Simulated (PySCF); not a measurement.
Species: C3H9NOSi.
Cartesian coordinates in Å at the PBE0-D3(BJ)/def2-SVP level; atoms count from 1:
```
atom  x, y, z in Å
C1    -2.3215    0.4694    0.6320
Si2   -1.3259   -0.4628   -0.6418
N3     0.3561   -0.7230   -0.1277
C4     1.1601    0.3637    0.0800
C5     2.5857    0.0844    0.4916
O6     0.7216    1.4908   -0.0606
H7    -1.8712    1.4609    0.7842
H8    -3.3596    0.6002    0.2885
H9    -2.3377   -0.0652    1.5937
H10   -1.3484    0.2271   -1.9631
H11   -1.8403   -1.8571   -0.8178
H12    0.7541   -1.6464   -0.0055
H13    3.1354    1.0309    0.5406
H14    3.0772   -0.5919   -0.2245
H15    2.6091   -0.3998    1.4804
```

The calculation used core-valence-separated Tamm–Dancoff BHandHLYP/aug-pcX-1 (pcseg-1 on H, def2-SVPD on Si) in PySCF, non-relativistic, gas phase, PBE0-D3(BJ)/def2-SVP geometry. The energies are unshifted.

The lowest roots of each edge with f over 0.003 (five at most, numbered afresh; weaker and dark ones are left out), with transition dipoles (au) in the frame of the coordinates:

| root | edge | E (eV) | f | μx | μy | μz |
| --- | --- | --- | --- | --- | --- | --- |
| 1 | C | 284.73 | 0.0852 | -0.0301 | 0.0015 | 0.1063 |
| 2 | C | 285.07 | 0.0035 | 0.0186 | 0.0032 | -0.0122 |
| 3 | C | 285.50 | 0.0091 | 0.0234 | -0.0231 | 0.0149 |
| 4 | C | 285.56 | 0.0090 | -0.0158 | 0.0062 | 0.0315 |
| 5 | C | 285.67 | 0.0216 | 0.0275 | -0.0190 | 0.0444 |
| 6 | N | 399.68 | 0.0180 | 0.0067 | 0.0196 | -0.0375 |
| 7 | N | 399.73 | 0.0169 | 0.0128 | -0.0354 | -0.0177 |
| 8 | N | 401.33 | 0.0204 | 0.0303 | -0.0124 | 0.0317 |
| 9 | N | 401.56 | 0.0175 | 0.0341 | -0.0149 | -0.0200 |
| 10 | N | 401.81 | 0.0059 | 0.0134 | 0.0204 | 0.0004 |
| 11 | O | 529.41 | 0.0428 | -0.0150 | 0.0009 | 0.0555 |
| 12 | O | 533.83 | 0.0043 | -0.0174 | -0.0040 | -0.0031 |

Q: Molecules are fixed in this frame and the field points along y. What effective strengths 3 f cos²θ do the roots have (θ between field and μ)?

A: root 1 (C4): 0.000, root 2 (C1): 0.000, root 3 (C5): 0.011, root 4 (C5): 0.001, root 5 (C1): 0.008, root 6 (N3): 0.011, root 7 (N3): 0.037, root 8 (N3): 0.005, root 9 (N3): 0.007, root 10 (N3): 0.012, root 11 (O6): 0.000, root 12 (O6): 0.001. Root 7 is the strongest. Averaged over all orientations cos²θ is 1/3, which gives f back.

One conformer stands for the species.
